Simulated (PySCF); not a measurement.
C12H8S3, SMILES c1csc(-c2ccc(-c3cccs3)s2)c1, GFN2-xTB optimised geometry.

```
23

C      4.76     1.64     0.00
C      4.94     0.29     0.00
S      3.46    -0.56     0.00
C      2.55     0.92     0.00
C      1.13     0.92     0.00
C      0.28     2.01     0.00
C     -1.07     1.66     0.00
C     -1.29     0.30     0.00
C     -2.54    -0.39     0.00
C     -3.80     0.14     0.00
C     -4.82    -0.83     0.00
C     -4.33    -2.10     0.00
S     -2.61    -2.13     0.00
S      0.22    -0.56     0.00
C      3.40     2.00     0.00
H      5.56     2.35     0.00
H      5.87    -0.25     0.00
H      0.63     3.02     0.00
H     -1.87     2.38     0.00
H     -4.00     1.20     0.00
H     -5.87    -0.60     0.00
H     -4.87    -3.02     0.00
H      3.06     3.02     0.00
```

Density from PySCF with B3LYP/def2-SVP at that geometry.

Minimum of the electron density along straight lines between bonded atoms, close to the bond critical point (lines longer than 1.1 times the sum of covalent radii, or with two minima, are not listed):

| bond | length / Å | ρ at the minimum / e bohr⁻³ | ∇²ρ there / e bohr⁻⁵ | position (fraction from the first atom) |
|---|---|---|---|---|
| C1–C2 | 1.359 | 0.324 | -0.83 | 0.49 |
| C2–S3 | 1.717 | 0.218 | -0.48 | 0.47 |
| S3–C4 | 1.740 | 0.209 | -0.44 | 0.53 |
| C4–C5 | 1.428 | 0.288 | -0.71 | 0.50 |
| C5–C6 | 1.376 | 0.315 | -0.79 | 0.51 |
| C6–C7 | 1.398 | 0.306 | -0.77 | 0.50 |
| C7–C8 | 1.376 | 0.315 | -0.79 | 0.49 |
| C8–C9 | 1.428 | 0.288 | -0.71 | 0.50 |
| C9–C10 | 1.374 | 0.316 | -0.79 | 0.51 |
| C10–C11 | 1.406 | 0.301 | -0.75 | 0.50 |
| C11–C12 | 1.359 | 0.324 | -0.83 | 0.49 |
| C9–S13 | 1.740 | 0.209 | -0.44 | 0.47 |
| C12–S13 | 1.717 | 0.218 | -0.48 | 0.47 |
| C5–S14 | 1.738 | 0.210 | -0.44 | 0.47 |
| C8–S14 | 1.738 | 0.210 | -0.44 | 0.47 |
| C1–C15 | 1.406 | 0.301 | -0.75 | 0.50 |
| C4–C15 | 1.374 | 0.316 | -0.79 | 0.51 |
| C1–H16 | 1.075 | 0.285 | -1.10 | 0.63 |
| C2–H17 | 1.072 | 0.286 | -1.12 | 0.64 |
| C6–H18 | 1.075 | 0.285 | -1.10 | 0.63 |
| C7–H19 | 1.075 | 0.285 | -1.10 | 0.63 |
| C10–H20 | 1.074 | 0.285 | -1.09 | 0.63 |
| C11–H21 | 1.075 | 0.285 | -1.10 | 0.63 |
| C12–H22 | 1.072 | 0.286 | -1.12 | 0.64 |
| C15–H23 | 1.074 | 0.285 | -1.09 | 0.63 |
